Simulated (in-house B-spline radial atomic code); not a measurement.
Values are calculated unless marked as measured or tabulated.
# Building a PAW p channel for Sc, r_c = 1.05 bohr

Sc, [Ar] 3d1 4s2, non-relativistic LDA (VWN5), spherical and spin-unpolarised, from an all-electron radial atomic-structure program (B-spline basis) (atomic units; all potentials screened as in the neutral atom).

Two all-electron partial waves φ1, φ2 are integrated outwards at E1 = ε(3p) = -1.233167 and E2 = E1 + 2 hartree; φ1 is the bound orbital and φ2 has unit norm inside r_c = 1.0501 bohr. Smooth partners are polynomials, r^2(a0 + a1 r² + a2 r⁴ + a3 r⁶), matched to φ and three derivatives at r_c, with no condition on the norm. The local potential is -19.7869 + (37.8148) r² + (-32.597) r⁴ + (10.7083) r⁶ inside 0.8598 bohr and the all-electron one outside.

| wave | φ(r_c) | φ'(r_c) | a0 | a1 | a2 | a3 |
| --- | --- | --- | --- | --- | --- | --- |
| 1 | 0.9801199 | -0.2620658 | 2.912689 | -3.028056 | 1.332396 | -0.227418 |
| 2 | 0.9809728 | -2.943768 | 5.897032 | -7.824505 | 3.721773 | -0.6747427 |

Inside r_c the overlaps are <φi φj> = [[0.44422, 0.65704], [0.65704, 1.00000]] and, for the smooth waves, [[0.45786, 0.68588], [0.68588, 1.05855]]. With χj = (Ej − T − V_local) applied to smooth wave j, the program's quadrature gives the matrix B_ij = <smooth i, χj> as [[0.87392, 1.61072], [1.55304, 2.89032]].

(1) Check the match of the first wave, and find the augmentation charges q_ij.

(2) B isn't symmetric. Show that D_ij = B_ij + Ej q_ij is.

Solving (T + V_local + Σ p D p) ψ = E (1 + Σ p q p) ψ in a sphere of 9 bohr gives these levels:

| all-electron | one projector | two projectors |
| --- | --- | --- |
| -1.233170 | -1.233170 | -1.233170 |
| -0.046076 | -0.046465 | -0.046076 |
| 0.200193 | 0.199397 | 0.200192 |
| 0.594463 | 0.592447 | 0.594463 |
| 1.138650 | 1.134050 | 1.138650 |

(3) What does the second projector gain?

## Answers

(1) At r_c the four terms are 3.21185, -3.68202, 1.78656, -0.33626, which sum to 0.9801, φ1(r_c) to rounding. q_ij is the all-electron overlap less the smooth one: [[-0.01364, -0.02884], [-0.02884, -0.05855]]. The smooth first wave has a norm of 0.4579 inside r_c against 0.4442, so q11 is negative and must stay small enough for the overlap operator to be positive.

(2) Integrating by parts gives B12 − B21 = (E1 − E2) q12: 1.61072 − (1.55304) = 0.05768, and −2 × (-0.02884) = 0.05769. So D12 = 1.61072 + (0.766833)(-0.02884) = 1.58860 and D21 = 1.55304 + (-1.233167)(-0.02884) = 1.58861; D11 = 0.89074, D22 = 2.84542. The projectors, p = (B⁻¹)ᵀ χ, are dual to the smooth waves; det B = 0.024, small beside B11 B22, as the two smooth waves look alike inside r_c.

(3) With one projector the errors are 0.00, -0.39, -0.80, -2.02, -4.60 millihartree. With two the errors are 0.00, 0.00, 0.00, 0.00, 0.00 millihartree. The scattering is exact at E1 and at E2 = 0.767, and over all levels compared the largest error is under 0.01 millihartree. The lowest eigenvalue of the overlap operator is 0.9231 with one and 0.8017 with two projectors. The smooth orbital alone needs a cutoff of 17.5 hartree for 1 millihartree of kinetic energy, against 33.6 for a norm-conserving Troullier-Martins orbital of the same radius; part of the gain comes from giving up the norm, part from the simpler form.
